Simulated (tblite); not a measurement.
Isomers of [C6H9P2]- (charge -1). All values are computed: GFN2-xTB (tblite) harmonic vibrations without scaling, gas phase. This tight-binding method is rough: wavenumbers can miss measured ones by several per cent, in bad cases by 10 to 20. One conformer each.

Electronic energies: GFN2-xTB at the same geometries; isomer energies are rough at this level and their order can be wrong.

| SMILES | electronic energy, lowest = 0 (kcal/mol) |
| --- | --- |
| CC(C)c1c[p-]cp1 | 0.0 |
| CCc1[p-]cpc1C | 0.4 |
| CC(C)c1pcc[p-]1 | 1.0 |
| CCc1cpc(C)[p-]1 | 2.1 |

**Question.** How do GFN2-xTB zero-point energies change the relative energies?

**Answer.** 
```csv
SMILES,ZPE (kcal/mol),of it from modes above 1550 cm⁻¹,electronic (kcal/mol),"with ZPE, lowest = 0 (kcal/mol)",lowest mode (cm⁻¹),rings
CC(C)c1c[p-]cp1,82.9,38.5,0.0,0.0,49,1
CCc1[p-]cpc1C,82.8,38.3,0.4,0.3,73,1
CC(C)c1pcc[p-]1,82.7,38.3,1.0,0.9,28,1
CCc1cpc(C)[p-]1,82.5,38.2,2.1,1.7,28,1
```

The zero-point energies span 0.4 kcal/mol, from `CCc1cpc(C)[p-]1` to `CC(C)c1c[p-]cp1`. The order is unchanged.

**Question.** What do entropy and thermal enthalpy add at 298.15 K and 1 bar (rigid rotor, harmonic oscillator, one conformer each)?

**Answer.** 
| SMILES | point group | symmetry number | S (cal/(mol K)) | H − H(0) (kcal/mol) | ZPE + H − H(0) − TS (kcal/mol) |
| --- | --- | --- | --- | --- | --- |
| CC(C)c1c[p-]cp1 | Cs | 1 | 93.7 | 6.27 | 61.2 |
| CCc1[p-]cpc1C | C1 | 1 | 94.3 | 6.42 | 61.1 |
| CC(C)c1pcc[p-]1 | Cs | 1 | 94.4 | 6.28 | 60.8 |
| CCc1cpc(C)[p-]1 | C1 | 1 | 99.4 | 6.66 | 59.5 |
